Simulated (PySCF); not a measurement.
Vanadium: a sound run and one with changed settings

Sound run: V [Ar] 3d3 4s2, V⁺ [Ar] 3d4. Computed with PySCF 2.14 in Sapporo-DKH3-DZP-2012 (6s5p3d1f, 43 functions), with the spin-free X2C one-electron Hamiltonian (Gaussian nucleus). The sound run starts from symmetry-adapted Hartree-Fock orbitals and uses a fine grid where one is needed.

Changed run: initial guess 1e, at most 50 SCF cycles, level shift 10.0 hartree.

```csv
species,method,sound run (hartree),changed run (hartree),converged
V,UHF,-948.11987,-947.86549,no
V,BP86,-949.29226,-949.03617,no
V,B3LYP,-949.18955,-948.96566,no
V⁺,UHF,-947.89436,-947.89372,no
V⁺,BP86,-949.04916,-949.03736,no
V⁺,B3LYP,-948.93993,-948.93315,no
```

A level shift slows the SCF but leaves a converged energy unchanged.
